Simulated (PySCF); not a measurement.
This PySCF input asks for the NMR shieldings of SMILES C=COC(=C)c1cccs1, C8H8OS; the geometry comes from GFN2-xTB.

```python
import basis_set_exchange as bse
import numpy as np
from pyscf import gto, dft
from pyscf.prop import nmr

atoms = """
C     3.479058    0.756386    0.381575
C     2.463001   -0.090300    0.388212
O     1.230667    0.276889   -0.052932
C     0.297845   -0.685135   -0.339244
C     0.576371   -1.947371   -0.675262
C    -1.050908   -0.151693   -0.265354
C    -1.422458    1.108762    0.115533
C    -2.816334    1.307884    0.076425
C    -3.490244    0.201905   -0.332183
S    -2.436603   -1.108707   -0.683461
H     4.432350    0.474847    0.785143
H     3.375046    1.749318   -0.016714
H     2.546691   -1.095475    0.786041
H     1.581439   -2.314924   -0.770670
H    -0.219321   -2.638872   -0.879216
H    -0.712055    1.859058    0.410849
H    -3.295792    2.232590    0.343368
H    -4.547512    0.071156   -0.450385
"""
names = dict.fromkeys(["C", "O", "S", "H"], "pcSseg-1")
basis = {el: gto.basis.parse(bse.get_basis(n, elements=[el], fmt="nwchem")) for el, n in names.items()}
mol = gto.M(atom=atoms, basis=basis, charge=0, verbose=0)
mf = dft.RKS(mol, xc="PBE0")
mf.grids.level = 2
mf.grids.alignment = dft.numint.BLKSIZE   # the property module wants whole blocks of grid points
mf.conv_tol = 1e-9
mf.kernel()

calc = nmr.RKS(mf)   # GIAO
C = mf.mo_coeff
Co = C[:, mf.mo_occ > 0]
resp = mf.gen_response(singlet=True, hermi=2)
def vind(x):   # induced exchange potential for any number of trial vectors
    d = np.einsum("pi,xij,qj->xpq", C, 2 * x.reshape(-1, C.shape[1], Co.shape[1]), Co, optimize=True)
    return np.einsum("xpq,pi,qj->xij", resp(d - d.transpose(0, 2, 1)), C, Co, optimize=True).ravel()
mo1, _ = nmr.rhf.solve_mo1(calc, with_cphf=vind)
sigma = calc.kernel(mo1)
for i, s in enumerate(sigma):   # ppm
    print("%2d %-2s %9.2f" % (i, mol.atom_pure_symbol(i), np.trace(s) / 3))
```

Question: Give the expected output.

Answer: 
```
 0 C      87.20
 1 C      32.31
 2 O     143.29
 3 C      24.36
 4 C      97.94
 5 C      37.83
 6 C      56.54
 7 C      55.08
 8 C      52.76
 9 S     290.53
10 H      27.01
11 H      26.61
12 H      24.88
13 H      27.36
14 H      26.59
15 H      24.22
16 H      24.64
17 H      24.63
```

These numbers come from an equivalent density-fitted implementation of the same equations, which agrees with the script to about 0.01 ppm for H and up to a few tenths of a ppm for heavy atoms, so last digits may differ.

Question: Turn these shieldings into chemical shifts. Referencing at the same level of theory: ¹³C (186.93 ppm), ¹H (31.72 ppm) against TMS; ¹⁷O (336.08 ppm) against H2O; ³³S (503.73 ppm) vs CS2.

Answer: Averaging equivalent atoms: C 3: 162.6; C 1: 154.6; C 5: 149.1; C 8: 134.2; C 7: 131.8; C 6: 130.4; C 0: 99.7; C 4: 89.0; O 2: 192.8; S 9: 213; H 15: 7.50; H 17: 7.09; H 16: 7.08; H 12: 6.84; H 14: 5.13; H 11: 5.11; H 10: 4.71; H 13: 4.36 ppm. Experimental scales use liquid or dissolved standards, which lie at an offset from isolated H2O (liquid H2O: subtract about 36 ppm).

Size and cost of the density-fitted run: 217 basis functions, 39 s wall time on 1 thread of an Arm Neoverse V2, shared host.
